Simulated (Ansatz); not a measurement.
Ge22H28, a nanocrystal cut from cubic germanium. Charge 0, multiplicity 1. Geometry r2SCAN-D4/def2-SVP.

Cartesian coordinates in Å:
```
Ge -4.013 -1.375 0.624
Ge -2.943 2.083 2.320
Ge -3.071 -2.105 -3.161
Ge -1.267 -4.089 -0.233
Ge -0.187 -0.644 1.433
Ge 2.578 -3.375 0.591
Ge 0.758 -1.378 -2.333
Ge 3.638 0.048 2.268
Ge -1.989 1.337 -1.472
Ge -0.938 4.788 0.219
Ge 1.817 2.046 -0.656
Ge 0.863 2.791 3.138
Ge 4.594 -0.680 -1.513
Ge -3.361 -3.096 -0.962
Ge -2.302 0.352 0.736
Ge -1.227 3.800 2.420
Ge -1.348 -0.394 -3.058
Ge 0.474 -2.392 -0.135
Ge 1.546 1.069 1.561
Ge 4.307 -1.671 0.687
Ge 2.499 0.321 -2.232
Ge -0.278 3.064 -1.362
H -5.353 -0.739 0.197
H -4.202 -1.993 2.025
H -3.136 1.449 3.714
H -4.289 2.701 1.886
H -4.398 -1.475 -3.632
H -2.663 -3.190 -4.178
H -1.440 -4.717 1.165
H -0.839 -5.205 -1.209
H -0.370 -1.274 2.836
H 2.386 -4.011 1.983
H 2.987 -4.492 -0.393
H 1.177 -2.484 -3.331
H 3.452 -0.568 3.670
H 4.730 1.134 2.366
H -3.330 1.971 -1.918
H -2.259 5.437 -0.244
H 0.146 5.884 0.273
H 2.916 3.134 -0.579
H 0.690 2.158 4.535
H 1.967 3.865 3.234
H 5.025 -1.762 -2.525
H 5.694 0.401 -1.463
H -4.457 -4.186 -1.019
H -1.647 4.891 3.433
H -1.151 0.248 -4.452
H 5.636 -2.310 1.151
H 2.666 0.955 -3.633
H -0.091 3.678 -2.770
```

The 6-31G sets use Cartesian d functions. Single mean-field runs in 6-31G, def2-SVP, def2-TZVP are fitted with def2-universal-jkfit.

(1) Estimate the orbital energies around the gap (eV) in Ansatz with HF/6-31G, PBE-D4/def2-SVP, PBE-D4/def2-TZVP, r2SCAN-D4/def2-TZVP, PBE0-D4/def2-SVP.

## Answers

(1) 
```json
{"orbital": "HOMO−5", "HF/6-31G": "-9.42", "PBE-D4/def2-SVP": "-6.31", "PBE-D4/def2-TZVP": "-6.36", "r2SCAN-D4/def2-TZVP": "-6.61", "PBE0-D4/def2-SVP": "-7.31"}
{"orbital": "HOMO−4", "HF/6-31G": "-9.18", "PBE-D4/def2-SVP": "-6.25", "PBE-D4/def2-TZVP": "-6.28", "r2SCAN-D4/def2-TZVP": "-6.53", "PBE0-D4/def2-SVP": "-7.20"}
{"orbital": "HOMO−3", "HF/6-31G": "-9.18", "PBE-D4/def2-SVP": "-6.25", "PBE-D4/def2-TZVP": "-6.28", "r2SCAN-D4/def2-TZVP": "-6.53", "PBE0-D4/def2-SVP": "-7.20"}
{"orbital": "HOMO−2", "HF/6-31G": "-8.86", "PBE-D4/def2-SVP": "-6.06", "PBE-D4/def2-TZVP": "-6.09", "r2SCAN-D4/def2-TZVP": "-6.32", "PBE0-D4/def2-SVP": "-6.98"}
{"orbital": "HOMO−1", "HF/6-31G": "-8.64", "PBE-D4/def2-SVP": "-5.87", "PBE-D4/def2-TZVP": "-5.91", "r2SCAN-D4/def2-TZVP": "-6.13", "PBE0-D4/def2-SVP": "-6.79"}
{"orbital": "HOMO", "HF/6-31G": "-8.64", "PBE-D4/def2-SVP": "-5.87", "PBE-D4/def2-TZVP": "-5.91", "r2SCAN-D4/def2-TZVP": "-6.13", "PBE0-D4/def2-SVP": "-6.79"}
{"orbital": "LUMO", "HF/6-31G": "1.72", "PBE-D4/def2-SVP": "-1.79", "PBE-D4/def2-TZVP": "-1.90", "r2SCAN-D4/def2-TZVP": "-1.74", "PBE0-D4/def2-SVP": "-1.11"}
{"orbital": "LUMO+1", "HF/6-31G": "1.78", "PBE-D4/def2-SVP": "-1.72", "PBE-D4/def2-TZVP": "-1.83", "r2SCAN-D4/def2-TZVP": "-1.69", "PBE0-D4/def2-SVP": "-1.09"}
{"orbital": "LUMO+2", "HF/6-31G": "1.78", "PBE-D4/def2-SVP": "-1.72", "PBE-D4/def2-TZVP": "-1.83", "r2SCAN-D4/def2-TZVP": "-1.69", "PBE0-D4/def2-SVP": "-1.09"}
{"orbital": "LUMO+3", "HF/6-31G": "1.94", "PBE-D4/def2-SVP": "-1.67", "PBE-D4/def2-TZVP": "-1.76", "r2SCAN-D4/def2-TZVP": "-1.62", "PBE0-D4/def2-SVP": "-1.01"}
{"orbital": "LUMO+4", "HF/6-31G": "1.97", "PBE-D4/def2-SVP": "-1.58", "PBE-D4/def2-TZVP": "-1.70", "r2SCAN-D4/def2-TZVP": "-1.53", "PBE0-D4/def2-SVP": "-0.88"}
{"orbital": "LUMO+5", "HF/6-31G": "1.98", "PBE-D4/def2-SVP": "-1.58", "PBE-D4/def2-TZVP": "-1.68", "r2SCAN-D4/def2-TZVP": "-1.52", "PBE0-D4/def2-SVP": "-0.88"}
```
